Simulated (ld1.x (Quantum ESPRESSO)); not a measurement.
# Varying the TM potential for Ca (Z = 20)

Base potential:

ld1.x (Quantum ESPRESSO) 7.5 input, shortened:

```
&input
   title='Ca', zed=20., rel=1, dft='PBE', iswitch=3,
   config='[Ar] 3d0 4s1 4p0'
 /
 &inputp
   pseudotype=2, tm=.true., lloc=-1, rcloc=2.55,
   nlcc=.false.
 /
3
4S  1  0   1.00   0.00  3.30  3.30  0.0
3P  2  1   6.00   0.00  1.45  1.45  0.0
3D  3  2   0.00   0.00  1.40  1.40  0.0
 &test
   configts(1)='3p6 3d0 4s1 4p0'
 /
```

All-electron outer shells of the reference configuration (PBE, scalar-relativistic, ld1.x):

```tsv
shell	level (eV)	outermost node (bohr)	outermost maximum (bohr)
3s	-53.99	0.45	0.99
3p	-34.88	0.42	1.04
4s	-8.96	1.42	3.13
3d	-8.34	–	1.24
4p	-5.93	1.60	3.83
```

Cutoffs, loose and tight: the cutoffs (Ry, on a coarse ladder) from which the occupation-weighted sum of valence levels, in a spherical-Bessel basis at the reference potential, stays within 10 and 1 mRy of its value at 400 Ry. They do not see the model core or the augmentation charge, which bear on the density cutoff. Test errors are all-electron minus pseudo excitation energies from the reference, over the configurations 3p6 3d0 4s2 4p0; 3p6 3d0 4s0 4p0; 3p6 3d0 4s1.5 4p0; 3p6 3d0.5 4s1.5 4p0; 3p6 3d0 4s0 4p1; 3p6 3d0 4s0 4p2; 3p6 3d1 4s1 4p0. A dash means not determined; rows that change the core or the reference have their own tests. The largest error is taken over the tests solved by every variant that gives reliable tests at all: 3p6 3d0 4s0 4p0; 3p6 3d0 4s0 4p1; 3p6 3d0 4s0 4p2.

For the base: The cutoffs count occupied waves only; the empty 3d level needs 70 Ry at the loose tolerance.

A true bound ghost makes a file unfit for plane-wave use even where its test errors are small: the radial tests pick states by their node count and pass the ghost by. Where a test does run into it, the solver fails or the error is huge.

| change | outcome | cutoff, loose | cutoff, tight | bound ghosts | largest test error (meV) |
| --- | --- | --- | --- | --- | --- |
| base | generated | 30 Ry | 60 Ry | s | -149 |
| all radii scaled by about 0.76 (s 2.50, p 1.10, d 1.06 bohr); local potential all-electron potential smoothed inside 1.94 bohr (lloc = -1) | generated | 60 Ry | 90 Ry | s | +26 |
| all radii scaled by about 0.87 (s 2.88, p 1.26, d 1.22 bohr); local potential all-electron potential smoothed inside 2.24 bohr (lloc = -1) | generated | 55 Ry | 80 Ry | s | -77 |
| all radii scaled by about 1.03 (s 3.42, p 1.50, d 1.44 bohr); local potential all-electron potential smoothed inside 2.64 bohr (lloc = -1) | generated | 30 Ry | 60 Ry | s | -132 |
| all radii scaled by about 1.12 (s 3.70, p 1.62, d 1.58 bohr); local potential all-electron potential smoothed inside 2.86 bohr (lloc = -1) | generated | 30 Ry | 55 Ry | s | -104 |
| all radii scaled by about 1.18 (s 3.90, p 1.72, d 1.66 bohr); local potential all-electron potential smoothed inside 3.02 bohr (lloc = -1) | generated | 30 Ry | 50 Ry | none | -266 |
| all radii scaled by about 1.28 (s 4.24, p 1.86, d 1.80 bohr); local potential all-electron potential smoothed inside 3.28 bohr (lloc = -1) | generated | 30 Ry | 50 Ry | none | -591 |
| all radii scaled by about 1.37 (s 4.50, p 1.98, d 1.92 bohr); local potential all-electron potential smoothed inside 3.48 bohr (lloc = -1) | generated | 30 Ry | 50 Ry | none | -1405 |

Task: What comes out with this change to the base: all radii scaled by about 0.94 (s 3.10, p 1.36, d 1.32 bohr); local potential all-electron potential smoothed inside 2.40 bohr (lloc = -1)?

Result: outcome: generated; cutoff, loose: 50 Ry; cutoff, tight: 70 Ry; bound ghosts: s; largest test error (meV): -127.

Reading the sweep of the scale of all radii (base = 1) (base included, trends over the rows without a ghost): Bound ghosts are found at 0.76, 0.87, 0.94, 1, 1.03, 1.12.
